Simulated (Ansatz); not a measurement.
A structure relaxed at B3LYP-D4/def2-TZVP in Ansatz, charge 0, singlet:

```
atom   x (Å)   y (Å)   z (Å)
 Pb1  -0.189   1.093   0.149
 Br2   2.069  -0.166  -0.362
 Br3  -1.880  -0.927   0.213
```

Give its formula and point group.

PbBr₂. Point group C2v (tolerance 0.1 Å).

Summarise the bond lengths by kind (pairs closer than 1.2 times the sum of covalent radii, bridged metal pairs left out).

2 × Br–Pb 2.63 Å.

In the def2 sets Pb takes a core potential; there is no spin–orbit coupling. The structure comes from a short search, and lower isomers may exist.
